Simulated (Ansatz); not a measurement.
Two isomers of CH4OSiTe: A = `[TeH][SiH]1CO1`, B = `O[SiH]1C[Te]1`.

Gas-phase electronic energies from Ansatz, PBE0-D4/def2-TZVP geometries. CCSD(T)/CBS adds triple-zeta CCSD(T) − MP2 to the extrapolated MP2 energy (def2 sets, frozen cores). Functionals use def2-TZVPP. B3LYP here is the variant with VWN-RPA as its local correlation; programs differ in this. Elements past krypton have def2 core potentials. For Te outer-core shells are correlated without core-valence functions, which leaves a few kJ/mol of doubt a bond. Each species was taken in one conformer, which may not be the lowest.

(1) Which isomer does CCSD(T)/CBS put lower? Give the gap. (Best estimate.)

(2) Give E(B) − E(A) in kJ/mol with HF/def2-TZVPP, ωB97M-V, PBE0-D4, CCSD/def2-TZVPP, MP2/def2-TZVPP, B3LYP, CCSD(T)/def2-TZVPP. (Estimate.)

Largest T1 diagnostic: 0.013.

## Answers

(1) Computed: B, by 153.5 kJ/mol.

(2) Ansatz gave: HF/def2-TZVPP -145.9, ωB97M-V -143.3, PBE0-D4 -143.5, CCSD/def2-TZVPP -146.7, MP2/def2-TZVPP -163.0, B3LYP -138.9, CCSD(T)/def2-TZVPP -148.2. None reverses the order clearly.

From PBE to PBE0 (25 % exact exchange), in def2-TZVPP and without D4, E(B) − E(A) moves by −7.9 kJ/mol.
